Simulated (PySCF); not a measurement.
First SCF of a structure search on sextet [FeO2]-, at a hand-made end-on geometry. PySCF input:

```python
from pyscf import gto, scf, dft
mol = gto.M(atom='''
Fe     0.000000     0.000000     0.000000
O      0.000000     0.000000     1.843700
O      1.252800     0.000000     2.563700''',
    basis={'Fe': 'def2-SVPD', 'O': 'def2-SVPD'},
    charge=-1, spin=5)
mf = dft.UKS(mol, xc='PBE')
mf.grids.atom_grid = (50, 194)
aux = {'Fe': 'def2-universal-JKFIT', 'O': 'def2-universal-JKFIT'}
mf = mf.density_fit(auxbasis=aux)
mf.conv_tol = 1e-08
mf.diis_space = 10
mf.max_cycle = 60
mf.init_guess = 'minao'
mf.verbose = 4
mf.kernel()
```

Excerpt of the output (cycles alone); where DIIS stalls, ADIIS, DIIS with a small level shift and a second-order solver take over in turn:

```
init E= -1412.57378168908
cycle= 1 E= -1396.94235118766  delta_E= 15.6  |g|= 3.59  |ddm|=   61
cycle= 2 E= -1351.93427209869  delta_E=   45  |g|= 4.77  |ddm|= 60.3
cycle= 3 E= -1407.4966679474  delta_E= -55.6  |g|= 3.05  |ddm|= 9.82
cycle= 4 E= -1409.23050062431  delta_E= -1.73  |g|=  2.6  |ddm|= 19.4
cycle= 5 E= -1412.98479106005  delta_E= -3.75  |g|= 0.835  |ddm|= 18.7
cycle= 6 E= -1412.49656201335  delta_E= 0.488  |g|= 1.31  |ddm|= 2.99
cycle= 7 E= -1412.71741150821  delta_E= -0.221  |g|= 1.11  |ddm|= 0.931
cycle= 8 E= -1412.87876684417  delta_E= -0.161  |g|= 0.963  |ddm|= 1.02
cycle= 9 E= -1413.03607381993  delta_E= -0.157  |g|= 0.81  |ddm|= 0.453
cycle= 10 E= -1413.36040084369  delta_E= -0.324  |g|= 0.318  |ddm|= 1.71
cycle= 11 E= -1413.34801521158  delta_E= 0.0124  |g|= 0.345  |ddm|= 1.55
cycle= 12 E= -1413.40510662083  delta_E= -0.0571  |g|= 0.152  |ddm|= 1.14
cycle= 13 E= -1413.40560393979  delta_E= -0.000497  |g|= 0.149  |ddm|= 0.0684
cycle= 14 E= -1413.39489617976  delta_E= 0.0107  |g|= 0.218  |ddm|= 0.145
cycle= 15 E= -1413.41491359795  delta_E= -0.02  |g|= 0.0217  |ddm|= 0.406
cycle= 16 E= -1413.41411727684  delta_E= 0.000796  |g|= 0.0479  |ddm|= 0.064
cycle= 17 E= -1413.41492844057  delta_E= -0.000811  |g|= 0.0219  |ddm|= 0.0398
cycle= 18 E= -1413.41508015009  delta_E= -0.000152  |g|= 0.0114  |ddm|= 0.028
cycle= 19 E= -1413.41513418722  delta_E= -5.4e-05  |g|= 0.00195  |ddm|= 0.017
cycle= 20 E= -1413.41513592509  delta_E= -1.74e-06  |g|= 0.000438  |ddm|= 0.00329
cycle= 21 E= -1413.41513601476  delta_E= -8.97e-08  |g|= 0.000225  |ddm|= 0.00158
cycle= 22 E= -1413.41513601199  delta_E= 2.78e-09  |g|= 0.000301  |ddm|= 0.000866
cycle= 23 E= -1413.41513602832  delta_E= -1.63e-08  |g|= 0.000261  |ddm|= 0.000587
cycle= 24 E= -1413.41513606257  delta_E= -3.42e-08  |g|= 8.34e-05  |ddm|= 0.00122
cycle= 25 E= -1413.41513606515  delta_E= -2.59e-09  |g|= 7.21e-05  |ddm|= 0.000579
Extra cycle  E= -1413.41513409509  delta_E= 1.97e-06  |g|= 0.00216  |ddm|= 0.004
SCF not converged.
init E= -1412.57378168908
cycle= 1 E= -1396.94235118766  delta_E= 15.6  |g|= 3.59  |ddm|=   61
cycle= 2 E= -1351.93427209869  delta_E=   45  |g|= 4.77  |ddm|= 60.3
cycle= 3 E= -1403.90163283712  delta_E=  -52  |g|= 3.82  |ddm|= 8.77
cycle= 4 E= -1406.44710811979  delta_E= -2.55  |g|= 3.25  |ddm|=  5.1
cycle= 5 E= -1413.08943388141  delta_E= -6.64  |g|= 0.745  |ddm|= 4.27
cycle= 6 E= -1409.66808592568  delta_E= 3.42  |g|= 2.09  |ddm|= 3.89
cycle= 7 E= -1412.59868948921  delta_E= -2.93  |g|= 1.26  |ddm|= 3.24
cycle= 8 E= -1412.90839012018  delta_E= -0.31  |g|= 1.06  |ddm|= 2.25
cycle= 9 E= -1412.50571837854  delta_E= 0.403  |g|= 1.34  |ddm|= 2.88
cycle= 10 E= -1413.26217347354  delta_E= -0.756  |g|= 0.581  |ddm|= 2.33
cycle= 11 E= -1413.14629107381  delta_E= 0.116  |g|= 0.741  |ddm|= 1.07
cycle= 12 E= -1413.4043382603  delta_E= -0.258  |g|= 0.143  |ddm|= 1.25
cycle= 13 E= -1413.06128830066  delta_E= 0.343  |g|= 0.94  |ddm|= 1.31
cycle= 14 E= -1413.36487411663  delta_E= -0.304  |g|= 0.316  |ddm|= 0.695
cycle= 15 E= -1413.28910024437  delta_E= 0.0758  |g|= 0.552  |ddm|= 0.636
cycle= 16 E= -1413.39649376395  delta_E= -0.107  |g|=  0.2  |ddm|= 0.974
cycle= 17 E= -1413.37916300784  delta_E= 0.0173  |g|= 0.29  |ddm|= 0.89
cycle= 18 E= -1413.39854401983  delta_E= -0.0194  |g|= 0.195  |ddm|=  0.5
cycle= 19 E= -1413.3343534958  delta_E= 0.0642  |g|= 0.423  |ddm|= 0.823
cycle= 20 E= -1413.40929707272  delta_E= -0.0749  |g|= 0.109  |ddm|= 0.656
SCF not converged.
init E= -1413.40929707272
cycle= 1 E= -1413.22434856926  delta_E= 0.185  |g|= 0.699  |ddm|= 0.597
cycle= 2 E= -1400.34382278905  delta_E= 12.9  |g|= 3.95  |ddm|= 47.6
cycle= 3 E= -1413.17833850423  delta_E= -12.8  |g|= 0.643  |ddm|= 45.4
cycle= 4 E= -1413.28851055004  delta_E= -0.11  |g|= 0.513  |ddm|= 1.19
cycle= 5 E= -1413.37242997451  delta_E= -0.0839  |g|= 0.274  |ddm|= 1.02
cycle= 6 E= -1413.4029475834  delta_E= -0.0305  |g|= 0.127  |ddm|= 0.508
cycle= 7 E= -1413.40983674015  delta_E= -0.00689  |g|= 0.068  |ddm|= 0.215
cycle= 8 E= -1413.41014470809  delta_E= -0.000308  |g|= 0.066  |ddm|= 0.113
cycle= 9 E= -1413.4111529243  delta_E= -0.00101  |g|= 0.0535  |ddm|= 0.0748
cycle= 10 E= -1413.41185885349  delta_E= -0.000706  |g|= 0.0463  |ddm|= 0.0663
cycle= 11 E= -1413.41226497068  delta_E= -0.000406  |g|= 0.0442  |ddm|= 0.0626
cycle= 12 E= -1413.41267964336  delta_E= -0.000415  |g|= 0.0419  |ddm|= 0.0635
cycle= 13 E= -1413.41319019808  delta_E= -0.000511  |g|= 0.0378  |ddm|= 0.0655
cycle= 14 E= -1413.41397908004  delta_E= -0.000789  |g|= 0.0215  |ddm|= 0.0915
cycle= 15 E= -1413.41435910344  delta_E= -0.00038  |g|= 0.0131  |ddm|= 0.0782
cycle= 16 E= -1413.41460335268  delta_E= -0.000244  |g|= 0.00373  |ddm|= 0.0712
cycle= 17 E= -1413.41472133786  delta_E= -0.000118  |g|= 0.0064  |ddm|= 0.0525
cycle= 18 E= -1413.41479310486  delta_E= -7.18e-05  |g|= 0.00948  |ddm|= 0.0385
cycle= 19 E= -1413.41484980336  delta_E= -5.67e-05  |g|= 0.0111  |ddm|= 0.0327
cycle= 20 E= -1413.41495230876  delta_E= -0.000103  |g|= 0.00214  |ddm|= 0.0267
cycle= 21 E= -1413.41495455817  delta_E= -2.25e-06  |g|= 0.0115  |ddm|= 0.0399
cycle= 22 E= -1413.41498858708  delta_E= -3.4e-05  |g|= 0.0111  |ddm|= 0.0214
cycle= 23 E= -1413.41502664501  delta_E= -3.81e-05  |g|= 0.00926  |ddm|= 0.0176
cycle= 24 E= -1413.41502711145  delta_E= -4.66e-07  |g|= 0.0117  |ddm|= 0.0188
cycle= 25 E= -1413.4150519714  delta_E= -2.49e-05  |g|= 0.0102  |ddm|= 0.0132
cycle= 26 E= -1413.41507315805  delta_E= -2.12e-05  |g|= 0.00877  |ddm|= 0.0117
cycle= 27 E= -1413.41507414428  delta_E= -9.86e-07  |g|= 0.00988  |ddm|= 0.0117
cycle= 28 E= -1413.41508130502  delta_E= -7.16e-06  |g|= 0.00968  |ddm|= 0.00989
cycle= 29 E= -1413.41508910541  delta_E= -7.8e-06  |g|= 0.00916  |ddm|= 0.00809
cycle= 30 E= -1413.41510023819  delta_E= -1.11e-05  |g|= 0.00792  |ddm|= 0.00666
SCF not converged.
macro= 0  E= -1413.41513606648  delta_E= -3.58283e-05  |g|= 6.80001e-05  3 KF 11 JK
macro= 1  E= -1413.41513606647  delta_E= 3.41061e-12  |g|= 2.414e-05  1 KF 2 JK
macro X = 2  E=-1413.41513606647  |g|= 2.414e-05  total 5 KF 16 JK
converged SCF energy = -1413.41513606647  <S^2> = 8.7696815  2S+1 = 6.0065569
```

No lower solution of this spin was found from smeared starts or by a stability analysis within the unrestricted form.

Open d and f shells are described by one determinant, and the ground state may have another occupation or spin.

The search for the lowest solution, 3 starts and the stability check together, took 35 s on 2 threads of a shared Arm Neoverse V1 host, with 80 basis functions; the process peaked at 0.33 GiB. Launch command: `OMP_NUM_THREADS=2 python axn.py task.json out`.
